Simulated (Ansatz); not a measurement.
The input (input.yaml):

```yaml
crystal:
  periodic: [false, false, false]
  atoms:
    - { symbol: Si, position_ang: [-0.881912, -0.40987, -0.125939] }
    - { symbol: Br, position_ang: [1.041316, -1.924674, -1.446885] }
    - { symbol: S, position_ang: [-1.273082, -1.919698, 1.121858] }
    - { symbol: H, position_ang: [0.221242, -2.458216, -0.286181] }
    - { symbol: H, position_ang: [-1.688388, -0.196702, -1.359155] }
    - { symbol: Si, position_ang: [0.446548, 1.438489, 0.433303] }
    - { symbol: H, position_ang: [0.855991, 2.156224, -0.803535] }
    - { symbol: H, position_ang: [1.640352, 0.966466, 1.177737] }
    - { symbol: H, position_ang: [-0.362067, 2.347979, 1.288798] }
basis:
  gaussian: { orbitals: def2-mTZVP }
hamiltonian:
  xc: pbe0
phonons: {}
```

Run as:

```bash
$ ansatz run input.yaml --threads 4 --pin off --max-ram 5120MiB --backend cpu --events-out ev --progress --plain --runs-dir out
```

Hardware: 4 threads of Intel(R) Xeon(R) 6975P-C (Granite Rapids), on a shared host.

Question: Roughly how long does this run take, and how much memory?

Answer: 44 s, with a peak of 0.33 GiB, for 0 ionic steps.
